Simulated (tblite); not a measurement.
Q: Write Cartesian coordinates for `C#C[Si@@H](N)[Si@](C)(O)[SiH2]C` as optimised with GFN2-xTB.

A: 
```
atom  x, y, z in Å
C1    -2.5890    0.9425    2.6404
C2    -2.2039    0.3143    1.6892
Si3   -1.6017   -0.5889    0.1737
N4    -2.8150   -0.7457   -1.0561
Si5    0.2477    0.4468   -0.7957
C6     0.5985    2.1074    0.0750
O7    -0.1443    0.9657   -2.3101
Si8    2.1941   -0.8234   -0.9051
C9     2.5099   -1.6246    0.7882
H10   -2.9254    1.4797    3.4814
H11   -1.4130   -1.9807    0.6176
H12   -3.0658    0.0749   -1.5846
H13   -3.6490   -1.2741   -0.8526
H14   -0.2754    2.7525    0.0835
H15    0.8962    1.9465    1.1072
H16    1.3985    2.6485   -0.4214
H17   -0.4380    0.3647   -2.9874
H18    2.1158   -1.9193   -1.8934
H19    3.4234   -0.0978   -1.2746
H20    3.3910   -2.2581    0.7696
H21    2.6649   -0.8725    1.5566
H22    1.6700   -2.2399    1.0978
```

Any rigid rotation of these coordinates is as good. Atoms count from 1 in this order. Si8 (SiH2 silicon) is distorted tetrahedral (angles from 104.0° to 116.1°). N4 (silicon-bound nitrogen) is pyramidal (angles 118.9°, 118.2° and 109.1°, sum 346.1°, 0.26 Å off the plane of its three neighbours). The 3 C–Si bonds span 1.864 Å (C2–Si3, drawn single) to 1.908 Å (Si5–C6, drawn single), a spread of 0.044 Å. Si3 (SiH silicon) is distorted tetrahedral (angles from 102.6° to 116.3°).

Bonds between heavy atoms (Å): C1≡C2 1.203, C2–Si3 1.864, Si3–N4 1.735, Si3–Si5 2.331, Si5–C6 1.908, Si5–O7 1.648, Si5–Si8 2.327, Si8–C9 1.900.

The geometry is computed with GFN2-xTB (gas phase).

Point group: C1 (no symmetry element, even within 0.4 Å). Its lowest GFN2-xTB frequency is 10 cm⁻¹, too small to tell a flat minimum from a shallow saddle. The numbers are those of one conformer (C2–Si3–N4–H 73° and -63°, C2–Si3–Si5–C6 -7°, Si3–Si5–O7–H -60°, Si3–Si5–Si8–C9 -48°). 3 starts were optimised and ended at 0.00, 0.00 and 0.97 kcal/mol (GFN2-xTB); the lowest of these is shown.
